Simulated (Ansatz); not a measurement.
Relaxation of Te₄Pt with RKS B3LYP-D4/def2-SVP.

```sh
$ ansatz run in.yaml --threads 4 --pin off --events-out ev --progress --plain --max-ram 8704MiB
```

```yaml
crystal:
  periodic: [false, false, false]
  atoms:
    - {symbol: Pt, position_ang: [-0.124100, -0.459870, -0.428580]}
    - {symbol: Te, position_ang: [1.840060, 1.260700, -0.412050]}
    - {symbol: Te, position_ang: [-0.750730, -1.604270, -2.473620]}
    - {symbol: Te, position_ang: [0.836110, 0.389210, 1.932940]}
    - {symbol: Te, position_ang: [-1.801340, 0.414230, 1.381300]}
basis:
  gaussian: {orbitals: def2-SVP}
hamiltonian: {xc: {name: B3LYP}, dispersion: d4}
scf: {lower_state_search: "off"}
output: {orbitals: {seedname: orbitals}}
relax: {f_tol: 0.02, max_steps: 100}
```

It took 27 s on 4 threads of Arm Neoverse V1 on a shared host.

Positions (Å) and forces (eV/Å) at steps 1, 2, 3, 4, 5, 6 of 6:

```xyz
5
step=1 energy=-32434.5508 eV
Pt   -0.124   -0.460   -0.429    0.000   -0.402   -0.197
Te    1.840    1.261   -0.412    0.293    0.536   -0.423
Te   -0.751   -1.604   -2.474   -0.248   -0.394   -0.731
Te    0.836    0.389    1.933    0.633   -0.050    1.296
Te   -1.801    0.414    1.381   -0.678    0.310    0.055
5
step=2 energy=-32434.5596 eV
Pt   -0.118   -0.529   -0.460   -0.015    0.176   -0.033
Te    1.816    1.343   -0.426   -0.627   -0.562    0.634
Te   -0.791   -1.675   -2.586    0.172    0.366    0.607
Te    0.922    0.369    2.107   -0.543    0.198   -1.023
Te   -1.828    0.493    1.366    1.013   -0.179   -0.185
5
step=3 energy=-32434.6919 eV
Pt   -0.103   -0.556   -0.450    0.003    0.038    0.007
Te    1.740    1.341   -0.381   -0.011   -0.068    0.039
Te   -0.786   -1.655   -2.551    0.012    0.054    0.082
Te    0.902    0.348    2.054   -0.066    0.035   -0.117
Te   -1.753    0.522    1.328    0.061   -0.059   -0.011
5
step=4 energy=-32434.6947 eV
Pt   -0.098   -0.549   -0.446    0.013    0.007    0.031
Te    1.761    1.328   -0.386    0.003    0.010   -0.012
Te   -0.792   -1.641   -2.539   -0.020   -0.013   -0.031
Te    0.891    0.366    2.041    0.014   -0.002    0.029
Te   -1.763    0.497    1.330   -0.010   -0.002   -0.018
5
step=5 energy=-32434.6945 eV rejected
Pt   -0.093   -0.552   -0.439   -0.026   -0.035   -0.075
Te    1.761    1.329   -0.388    0.006    0.005   -0.001
Te   -0.793   -1.638   -2.539    0.004    0.020    0.038
Te    0.890    0.364    2.039    0.018    0.016    0.047
Te   -1.765    0.497    1.327   -0.001   -0.005   -0.009
5
step=6 energy=-32434.6949 eV
Pt   -0.094   -0.552   -0.445    0.002    0.000    0.004
Te    1.761    1.329   -0.386   -0.001    0.001    0.001
Te   -0.796   -1.640   -2.540   -0.008    0.001   -0.001
Te    0.891    0.367    2.044    0.003    0.004    0.008
Te   -1.763    0.496    1.326    0.005   -0.006   -0.013
```

In the def2 sets Pt, Te take a core potential; there is no spin–orbit coupling. The restricted singlet is unstable towards broken spin symmetry in Hartree–Fock (as tested in another run); at B3LYP-D4/def2-SVP this wasn't settled. Another isomer (singlet) lies 0.27 eV lower at PBE0-D4/def2-TZVP; other spin states weren't run for this one.
